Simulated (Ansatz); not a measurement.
Ideal-gas functions of FGeH₃SSi, SMILES `F[SiH]1[S][GeH2]1` at 500 K and 1 bar, from an Ansatz frequency run at PBE0-D4/def2-TZVP.

Molar mass 154.79 g/mol, point group C1 (symmetry number 1), electronic degeneracy 1, moments of inertia 120.535, 247.05, 331.243 u Å². Harmonic wavenumbers (cm⁻¹, unscaled): 160, 234, 282, 379, 446, 524, 548, 584, 694, 821, 852, 911, 2161, 2176, 2269.

Use S(trans) = R[1.5 ln M + 2.5 ln T − 1.1517]; rotational temperatures θ = 24.2544 K / I; S(rot) = R[ln(√π/σ · √(T³/θAθBθC)) + 1.5]; for each mode x = 1.438777 ν̃/T, S = R[x/(eˣ − 1) − ln(1 − e⁻ˣ)] and H = RT x/(eˣ − 1); 1 cm⁻¹ = 0.0119627 kJ/mol; R = 8.31446 J/(mol·K).

Question: By hand: the entropy, in J/(mol·K).

Answer: Translation 182.5. Rotation: θ = 0.2012, 0.0982, 0.0732 K, giving 121.9. Vibration, mode by mode: 14.84, 11.76, 10.28, 7.99, 6.79, 5.65, 5.34, 4.91, 3.82, 2.86, 2.67, 2.34, 0.12, 0.12, 0.09, in all 79.6. Electronic 0.0. Sum 384.0 J/(mol·K).

Question: By hand: H − E and G − E in kJ/mol, counted from the electronic energy.

Answer: Zero-point energy ½ × 13041 × 0.0119627 = 78.0; thermal vibration 22.6; translation, rotation and pV give 4 RT = 16.6. H − E = 117.2 kJ/mol, and G − E = 117.2 − 500 × 384.0/1000 = -74.8 kJ/mol.

Vibration gives 21 % of the entropy. The sum counts one conformer and one mirror image; others add a mixing term.
